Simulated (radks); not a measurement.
Neutral krypton, [Kr]. Calculated with a radial shooting solver on a logarithmic mesh with Libxc functionals: non-relativistic Kohn-Sham, LDA (Slater exchange, Perdew-Wang correlation), spin-polarised, spherical densities, point nucleus. Every spin shell is full or empty, so the densities are truly spherical. Functionals are evaluated on that one density, not self-consistently. Rank these exchange functionals by their error against the exact value of the orbitals, and give that value: LDA, PBE, PW86, WC, APBE, TPSS, revTPSS, TASK.

Answer. Exact: -93.6838 hartree. From best to worst, with 100 (|E| - |E exact|)/|E exact| (equal figures are ties): PW86 +0.06, TPSS -0.08, PBE -0.39, APBE +0.45, revTPSS -0.79, WC -0.94, TASK -2.40, LDA -5.50.
